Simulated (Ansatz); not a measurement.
Sn₆S₆ was relaxed with PBE-D4 (def2-SVP) in Ansatz in these states: charge -1 doublet, neutral singlet. The geometries follow in no particular order.

In the def2 sets Sn takes a core potential; there is no spin–orbit coupling.

A:

```xyz
12

Sn   -2.2814    0.5511    0.2014
Sn   -0.4519   -0.7609    3.2773
Sn    1.3154    1.7065    0.7909
Sn    0.1752    1.3720   -2.8857
Sn    0.0517   -2.5967    0.0886
Sn    1.8299   -1.4950   -2.3485
S     2.4538    0.9062   -1.7027
S     1.4789   -0.9041    1.4598
S    -0.7838   -1.0011   -1.9296
S    -2.0384   -1.8866    1.5455
S    -0.6578    2.5722   -0.8107
S    -1.0914    1.5366    2.3138
```

B:

Cartesian coordinates in Å:
```
Sn -1.6883 1.5850 -0.0871
Sn -0.1983 0.2994 3.2329
Sn 2.0665 1.0388 0.1276
Sn 0.2916 0.3316 -3.2241
Sn -1.6328 -2.1497 1.0001
Sn 0.9612 -2.4915 -1.0740
S 2.4151 -0.7583 -2.1642
S 0.9975 -1.3462 1.3660
S -1.3309 -0.9640 -1.4015
S -2.5400 -0.1112 2.1521
S 0.5030 2.2836 -1.6157
S 0.1553 2.2825 1.6879
```

**Question.** Judge from the bond lengths which geometry belongs to which state (an estimate).

**Answer.** A is the charge -1 doublet (Sn6–S8 3.870 Å, Sn3–S8 2.700 Å, Sn5–S8 2.604 Å); B is the neutral singlet (Sn6–S8 2.696 Å, Sn3–S8 2.892 Å, Sn5–S8 2.775 Å).

These are the stationary points nearest to one start from a short search; other shapes may lie lower in each state.
